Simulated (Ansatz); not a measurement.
Frontier orbitals of `S=C1BS1`.

The species carries charge 0 and has multiplicity 1. All single points use the PBE0-D4/def2-TZVP geometry. Basis def2-TZVPP, Ansatz 0.2.0.

A caution on the coupled-cluster cation, which keeps the state that its UHF reference found: spin contamination of the cation.

```
functional  HOMO (eV)  LUMO (eV)
       PBE      -5.49      -4.02
```

Give HOMO and LUMO (eV) with LDA (SPW92), revPBE, BLYP, r2SCAN, B97M-V, PBE0, B3LYP, r2SCANh, r2SCAN0, HSE06 (plane-wave form), BHLYP, CAM-B3LYP, LC-ωPBE, ωB97X-V, ωB97M-V, HF. (Best estimate.)

Computed: 
```tsv
functional	HOMO	LUMO
LDA (SPW92)	-5.63	-4.22
revPBE	-5.45	-3.95
BLYP	-5.32	-3.83
r2SCAN	-5.69	-3.95
B97M-V	-5.74	-3.90
PBE0	-6.59	-3.23
B3LYP	-6.36	-3.37
r2SCANh	-6.10	-3.65
r2SCAN0	-6.72	-3.20
HSE06 (plane-wave form)	-6.20	-3.61
BHLYP	-7.54	-2.25
CAM-B3LYP	-7.80	-2.12
LC-ωPBE	-9.13	-1.14
ωB97X-V	-8.78	-1.14
ωB97M-V	-8.61	-1.15
HF	-9.08	0.17
```

B3LYP here is the variant with VWN-RPA as its local correlation; programs differ in this. LC-ωPBE has ω = 0.4 bohr⁻¹.
